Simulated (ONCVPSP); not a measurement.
**copper: ONCV pseudisation with PBE, scalar-relativistic reference atom.**

The input file (ONCVPSP 4.0.1):

```
# ATOM AND REFERENCE CONFIGURATION
# atsym  z   nc   nv     iexc    psfile
  Cu 29.00    3    4        4      upf
#
#   n    l    f
    1    0    2.00
    2    0    2.00
    2    1    6.00
    3    0    2.00
    3    1    6.00
    3    2   10.00
    4    0    0.50
#
# PSEUDOPOTENTIAL AND OPTIMIZATION
# lmax
    2
#
#   l,   rc,      ep,       ncon, nbas, qcut
    0    1.15    0.00    5    8   10.60
    1    0.95    0.00    5    9   17.10
    2    1.20    0.00    5    9   10.90
#
# LOCAL POTENTIAL
# lloc, lpopt,  rc(5),   dvloc0
    4    1    0.90    4.00
#
# VANDERBILT-KLEINMAN-BYLANDER PROJECTORs
# l, nproj, debl
    0    3    2.70
    1    3    1.70
    2    2    1.90
#
# MODEL CORE CHARGE
# icmod, fcfact, rcfact
    3    2.50    1.45
#
# LOG DERIVATIVE ANALYSIS
# epsh1, epsh2, depsh
   -6.00    5.00    0.04
#
# OUTPUT GRID
# rlmax, drl
    6.00    0.01
#
# TEST CONFIGURATIONS
# ncnf
    4
# nvcnf
#   n    l    f
    4
    3    0    2.00
    3    1    6.00
    3    2   10.00
    4    0    1.00
#
    4
    3    0    2.00
    3    1    6.00
    3    2   10.00
    4    0    0.00
#
    4
    3    0    2.00
    3    1    6.00
    3    2    9.00
    4    0    0.00
#
    4
    3    0    1.00
    3    1    6.00
    3    2   10.00
    4    0    1.00
#
```

Command:

```bash
oncvpsp.x < Cu.dat > Cu.out
```

The program printed (shortened: citation, most of the input echo, consistency checks and plot data are left out):

```
ONCVPSP  (Optimized Norm-Conservinng Vanderbilt PSeudopotential)
scalar-relativistic version 4.0.1

#   n    l    f        energy (Ha)
    1    0    2.00    -3.2542464E+02
    2    0    2.00    -3.9191067E+01
    2    1    6.00    -3.3844494E+01
    3    0    2.00    -4.3652712E+00
    3    1    6.00    -2.8018009E+00
    3    2   10.00    -3.3555824E-01
    4    0    0.50    -2.9759291E-01

Reference configufation results
  iterations    36
  all-electron total energy (Ha)   -1.65473295D+03

Begin loop to  construct optimized pseudo wave functions
and semi-local pseudopoentials for all angular momenta

   Wellstate for l =  0  n =  6
     eigenvalue =   2.4024
     asymptotic potential =   2.9024
     half-point radius =  3.5399

Calculating optimized projector #   1

 for l=   0

    Fraction of norm inside rc  0.932494
    Optimizing pswf for qcut=  10.59 a_B^-1,  ecut=  56.09 Ha
    Residual kinetic energy error=  1.07D-04 Ha

    Energy error per electron        Cutoff
         Ha          eV             Ha
         0.01000     0.27211       36.76
         0.00100     0.02721       47.16
         0.00010     0.00272       57.85
         0.00001     0.00027      125.21

Calculating optimized projector #   2

 for l=   0

    Fraction of norm inside rc  0.031779
    Optimizing pswf for qcut=  10.59 a_B^-1,  ecut=  56.09 Ha
    Residual kinetic energy error=  2.34D-05 Ha

    Energy error per electron        Cutoff
         Ha          eV             Ha
         0.01000     0.27211       21.31
         0.00100     0.02721       39.18
         0.00010     0.00272       49.84
         0.00001     0.00027       72.79

Calculating optimized projector #   3

 for l=   0

    Fraction of norm inside rc  0.036547
    Optimizing pswf for qcut=  10.59 a_B^-1,  ecut=  56.09 Ha
    Residual kinetic energy error=  5.43D-05 Ha

    Energy error per electron        Cutoff
         Ha          eV             Ha
         0.01000     0.27211       26.62
         0.00100     0.02721       42.77
         0.00010     0.00272       53.43
         0.00001     0.00027       81.52

WARNING wellstate: negative energy specified for n= 4 l=  1
WARNING scattering state with energy  0.25000000
WARNING will be used for the first projector

   Wellstate for l =  1  n =  4
     eigenvalue =   0.2500
     asymptotic potential =   0.7500
     half-point radius =  2.6916

   Wellstate for l =  1  n =  5
     eigenvalue =   1.9500
     asymptotic potential =   2.4500
     half-point radius =  2.8121

Calculating optimized projector #   1

 for l=   1

    Fraction of norm inside rc  0.775472
    Optimizing pswf for qcut=  17.10 a_B^-1,  ecut= 146.23 Ha
    Residual kinetic energy error=  2.98D-07 Ha

    Energy error per electron        Cutoff
         Ha          eV             Ha
         0.01000     0.27211       45.19
         0.00100     0.02721       88.69
         0.00010     0.00272      109.93
         0.00001     0.00027      125.58

Calculating optimized projector #   2

 for l=   1

    Fraction of norm inside rc  0.042237
    Optimizing pswf for qcut=  17.10 a_B^-1,  ecut= 146.23 Ha
    Residual kinetic energy error=  3.66D-08 Ha

    Energy error per electron        Cutoff
         Ha          eV             Ha
         0.01000     0.27211       25.88
         0.00100     0.02721       55.84
         0.00010     0.00272       92.52
         0.00001     0.00027      113.67

Calculating optimized projector #   3

 for l=   1

    Fraction of norm inside rc  0.033265
    Optimizing pswf for qcut=  17.10 a_B^-1,  ecut= 146.23 Ha
    Residual kinetic energy error=  4.45D-08 Ha

    Energy error per electron        Cutoff
         Ha          eV             Ha
         0.01000     0.27211       27.03
         0.00100     0.02721       57.96
         0.00010     0.00272       93.98
         0.00001     0.00027      115.05

   Wellstate for l =  2  n =  5
     eigenvalue =   1.5644
     asymptotic potential =   2.0644
     half-point radius =  3.8815

Calculating optimized projector #   1

 for l=   2

    Fraction of norm inside rc  0.709620
    Optimizing pswf for qcut=  10.89 a_B^-1,  ecut=  59.30 Ha
    Residual kinetic energy error=  2.31D-03 Ha

    Energy error per electron        Cutoff
         Ha          eV             Ha
         0.01000     0.27211       52.56
         0.00100     0.02721       86.12
         0.00010     0.00272      198.12
         0.00001     0.00027      223.71

Calculating optimized projector #   2

 for l=   2

    Fraction of norm inside rc  0.053365
    Optimizing pswf for qcut=  10.89 a_B^-1,  ecut=  59.30 Ha
    Residual kinetic energy error=  9.86D-04 Ha

    Energy error per electron        Cutoff
         Ha          eV             Ha
         0.01000     0.27211       47.79
         0.00100     0.02721       59.23
         0.00010     0.00272      103.04
         0.00001     0.00027      219.38

Construct Vanderbilt / Kleinmman-Bylander projectors

B matrix Hermiticity error, ll=   0
   1   2    4.5692E-04
   1   3    7.4949E-04
   2   3   -8.1678E-05

  Orthonormal projector coefficients  2.1944E+01  3.7950E+00 -2.1783E-01

B matrix Hermiticity error, ll=   1
   1   2    4.1096E-04
   1   3   -6.1949E-04
   2   3    6.9562E-05

  Orthonormal projector coefficients -3.5464E+00  1.8717E+00 -1.0707E+00

B matrix Hermiticity error, ll=   2
   1   2   -1.8558E-04

  Orthonormal projector coefficients -1.4463E+01 -5.0818E+00

Model core correction analysis
  based on d2Exc/dn_idn_j

d2excae - all-electron derivatives

   -4.329577D-02   -4.005227D-02   -2.772794D-02   -1.825044D-03
   -4.005245D-02   -3.839134D-02   -2.740926D-02   -2.241321D-03
   -2.772829D-02   -2.740947D-02   -2.498039D-02   -8.510068D-03
   -1.824774D-03   -2.240702D-03   -8.508478D-03   -4.048504D-02

d2excps - pseudofunction derivatives with no core correction

   -4.761613D-02   -4.127194D-02   -2.935656D-02   -2.224582D-03
   -4.127284D-02   -3.933094D-02   -2.966210D-02   -2.373187D-03
   -2.935709D-02   -2.966226D-02   -2.618598D-02   -8.496701D-03
   -2.224123D-03   -2.372574D-03   -8.495111D-03   -4.051361D-02

rms 2nd derivative error    1.576976E-03

rmatch, rhocmatch    0.3606   65.9437

Teter function model core charge with specified parameters

d2excps - pseudofunction derivatives with core correction

   -3.992886D-02   -3.804602D-02   -2.841731D-02   -1.758502D-03
   -3.804604D-02   -3.720269D-02   -2.879854D-02   -2.184312D-03
   -2.841745D-02   -2.879868D-02   -2.574470D-02   -8.443078D-03
   -1.758219D-03   -2.183689D-03   -8.441487D-03   -4.048550D-02

rms 2nd derivative error    1.280096E-03

Pseudoatom total energy -193.968294

Diagnostic tests using Vanderbilt-Kleinman-Bylander pseudopotentials
  1 or more projectors used as specified by nproj input data

   l    rcore       rmatch      e in        delta e   norm test  slope test

   0   1.1508592   1.1858018  -4.3652712   0.0000030   1.0002402   1.0002275
   0   1.1508592   1.1858018  -0.2975929   0.0000081   1.0000654   1.0000486
   0   1.1508592   1.1858018   2.4024071   0.0001717   1.0003947   1.0003947

   1   0.9503571   0.9792120  -2.8018009  -0.0000731   1.0002090   1.0002339
   1   0.9503571   0.9792120   0.2500000   0.0000270   1.0004632   1.0004632
   1   0.9503571   0.9792120   1.9500000   0.0001369   1.0005523   1.0005523

   2   1.2000741   1.2365110  -0.3355582  -0.0000035   1.0001325   1.0001400
   2   1.2000741   1.2365110   1.5644418   0.0000107   1.0003175   1.0003175

 Testing for bound ghosts
   n   l    E NL Schr. Eq   E Basis Diag.   E Cutoff

   1   0       -4.365268       -4.365264    264.44
   2   0       -0.297585       -0.071784    264.44

   2   1       -2.801874       -2.801214    553.85

   3   2       -0.335562       -0.326635    307.70

 Testing for highly-localized positive-energy ghosts
       l    <radius>/rc     E Basis Diag.   E Cutoff

Test configuration 0

   n   l     f        eae           eps        diff
   1   0  2.0000 -325.42463590
   2   0  2.0000  -39.19106666
   2   1  6.0000  -33.84449351
   3   0  2.0000   -4.36527124   -4.36526820    3.04D-06
   3   1  6.0000   -2.80180085   -2.80187394   -7.31D-05
   3   2 10.0000   -0.33555824   -0.33556178   -3.55D-06
   4   0  0.5000   -0.29759291   -0.29758480    8.11D-06

    Total energies and differences
      AE_ref= -1.65473295D+03  AE_tst= -1.65473295D+03  dif=  0.00D+00
      PS_ref= -1.93968294D+02  PS_tst= -1.93968294D+02  dif= -8.90D-12
      PSP excitation error=  8.90D-12

Test configuration 1

   n   l     f        eae           eps        diff
   1   0  2.0000 -325.27451999
   2   0  2.0000  -39.04522397
   2   1  6.0000  -33.69828223
   3   0  2.0000   -4.21529237   -4.21545646   -1.64D-04
   3   1  6.0000   -2.65123870   -2.65153851   -3.00D-04
   3   2 10.0000   -0.18516466   -0.18514221    2.25D-05
   4   0  1.0000   -0.16941097   -0.16945927   -4.83D-05

    Total energies and differences
      AE_ref= -1.65473295D+03  AE_tst= -1.65484922D+03  dif= -1.16D-01
      PS_ref= -1.93968294D+02  PS_tst= -1.94084533D+02  dif= -1.16D-01
      PSP excitation error= -3.73D-05

Test configuration 2

   n   l     f        eae           eps        diff
   1   0  2.0000 -325.59186900
   2   0  2.0000  -39.35290449
   2   1  6.0000  -34.00678728
   3   0  2.0000   -4.53200588   -4.53181441    1.91D-04
   3   1  6.0000   -2.96913099   -2.96893585    1.95D-04
   3   2 10.0000   -0.50194273   -0.50198079   -3.81D-05

    Total energies and differences
      AE_ref= -1.65473295D+03  AE_tst= -1.65454971D+03  dif=  1.83D-01
      PS_ref= -1.93968294D+02  PS_tst= -1.93785071D+02  dif=  1.83D-01
      PSP excitation error=  1.47D-05

Test configuration 3

   n   l     f        eae           eps        diff
   1   0  2.0000 -326.21755518
   2   0  2.0000  -39.99094519
   2   1  6.0000  -34.64342349
   3   0  2.0000   -5.15541721   -5.15540632    1.09D-05
   3   1  6.0000   -3.58743895   -3.58764560   -2.07D-04
   3   2  9.0000   -1.08881248   -1.08855470    2.58D-04

    Total energies and differences
      AE_ref= -1.65473295D+03  AE_tst= -1.65376575D+03  dif=  9.67D-01
      PS_ref= -1.93968294D+02  PS_tst= -1.93001085D+02  dif=  9.67D-01
      PSP excitation error= -1.63D-05

Test configuration 4

   n   l     f        eae           eps        diff
   1   0  2.0000 -326.01798412
   2   0  2.0000  -39.67182479
   2   1  6.0000  -34.33460097
   3   0  1.0000   -4.80149043   -4.81138644   -9.90D-03
   3   1  6.0000   -3.23221452   -3.23711905   -4.90D-03
   3   2 10.0000   -0.72857784   -0.72913005   -5.52D-04
   4   0  1.0000   -0.50270276   -0.50262435    7.84D-05

    Total energies and differences
      AE_ref= -1.65473295D+03  AE_tst= -1.65035718D+03  dif=  4.38D+00
      PS_ref= -1.93968294D+02  PS_tst= -1.89586758D+02  dif=  4.38D+00
      PSP excitation error= -5.77D-03
```

The run took about 8.1 s on one core of a shared server CPU.
